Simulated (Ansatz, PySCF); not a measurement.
The pair A = H2O (SMILES O) (first 3 atoms), B = Si2H6 (SMILES [SiH3][SiH3]); geometry from B3LYP-D3(BJ)/def2-TZVP.
(charge 0, multiplicity 1):
| atom | x (Å) | y (Å) | z (Å) |
|---|---|---|---|
| O | 0.5559 | 0.4866 | 1.3738 |
| H | 1.0048 | -0.3071 | 1.0631 |
| H | -0.2550 | 0.5437 | 0.8567 |
| Si | -0.8495 | -1.0247 | 3.7617 |
| Si | 0.3124 | 0.8873 | 4.4750 |
| H | -1.9161 | -0.6754 | 2.7900 |
| H | -1.5005 | -1.7189 | 4.9029 |
| H | 0.0637 | -1.9996 | 3.1139 |
| H | -0.2368 | 2.1052 | 3.8369 |
| H | 1.7562 | 0.7702 | 4.1687 |
| H | 0.1700 | 1.0407 | 5.9468 |

Frozen-core correlation. CBS: X⁻³ extrapolation of the correlation energy, Hartree–Fock from the larger set. MP2 and its Hartree–Fock in aug-cc-pV(T+d)Z are density fitted.

Codes used: Ansatz (an electronic-structure program); PySCF for the dispersion terms. 

The monomers are drawn apart, rigid, along the line of their centres of mass. Counterpoise-corrected interaction energies (kcal/mol):

```tsv
level	R = 4.205 Å	R = 5.460 Å
PBE/def2-TZVPPD	-0.8045	-0.2032
PBE-D3(BJ)/def2-TZVPPD	-1.2076	-0.3074
wB97M-V/def2-TZVPPD	-1.1420	-0.3115
MP2/CBS(aug-cc-pV(D+d)Z, aug-cc-pV(T+d)Z) + ΔCCSD(T)/aug-cc-pV(D+d)Z	-1.1385	-0.2974
```

**Question.** R is the distance of the centres of mass. Find the local exponent m of E ∝ R⁻ᵐ between the two points.

**Answer.** 
m = ln(E₁/E₂)/ln(R₂/R₁): PBE/def2-TZVPPD 5.3; PBE-D3(BJ)/def2-TZVPPD 5.2; wB97M-V/def2-TZVPPD 5.0; MP2/CBS(aug-cc-pV(D+d)Z, aug-cc-pV(T+d)Z) + ΔCCSD(T)/aug-cc-pV(D+d)Z 5.1. For scale, two fixed dipoles give m = 3, dipole and quadrupole 4, quadrupoles 5, and dispersion or dipole-induced dipole 6 at long range; at these distances several terms mix, and what is left of overlap and damping shifts m, so it need not match one of them.
